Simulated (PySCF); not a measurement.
**Radial density of Cu³⁺ (copper, charge +3)**

M06-2X, [Ar] 3d8, high-spin 3F determinant. All numbers are calculated (PySCF 2.14, scalar relativity through the core potential, in aug-cc-pVQZ-PP with ECP10MDF). This is the valence pseudo-density: the core potential removes the inner electrons and smooths the orbitals near the nucleus.

| r (bohr) | 4πr²ρ (e/bohr) | 4πr²(ρα − ρβ) |
| --- | --- | --- |
| 0.00612 | 1.693e-05 | 0.0000 |
| 0.0103 | 4.247e-05 | 0.0000 |
| 0.0173 | 0.0001108 | 0.0000 |
| 0.0291 | 0.0004211 | 0.0000 |
| 0.0490 | 0.003606 | 0.0007 |
| 0.0824 | 0.04287 | 0.0103 |
| 0.139 | 0.4340 | 0.1061 |
| 0.233 | 3.008 | 0.6425 |
| 0.392 | 13.59 | 1.9310 |
| 0.659 | 21.81 | 2.3621 |
| 1.11 | 7.916 | 1.0235 |
| 1.87 | 0.7941 | 0.1227 |
| 3.14 | 0.01487 | 0.0009 |
| 5.28 | 2.283e-05 | 0.0000 |

Energies and moments cover only the electrons outside the core potential.
